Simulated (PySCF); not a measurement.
(1R)-1-chloro-1,2,2-trifluoroethane (C2H2ClF3), SMILES FC(F)[C@H](F)Cl. Atoms are numbered in the order given.

```xyz
8

F      1.4565    -1.4305     0.6534
C      0.9768    -0.1855     0.3656
F      1.4832     0.2107    -0.8263
C     -0.5548    -0.2714     0.2941
F     -0.9249    -1.0614    -0.7451
Cl    -1.2357     1.3787     0.1118
H      1.2978     0.5244     1.1625
H     -0.9554    -0.6894     1.2420
```

Geometry optimised at PBE-D3(BJ)/def2-SVP. The values are those of a single conformer.

These are PBE/def2-TZVP (PySCF) values and carry that method's errors.

Computed frontier levels, gap, dipole moment and polarisability:
| Property | Value |
|---|---|
| highest occupied level | -7.73 eV |
| lowest empty level | -1.14 eV |
| orbital gap | 6.59 eV |
| dipole moment | 0.433 e·Å |
| quadrupole, principal values (traceless, Buckingham form, about the centre of nuclear charge) | -3.79, 1.55, 2.23 D·Å |
| mean static polarisability | 40.4 bohr³ (5.99 Å³) |
| polarisability, principal values | 35.5, 36.1, 49.7 bohr³ |
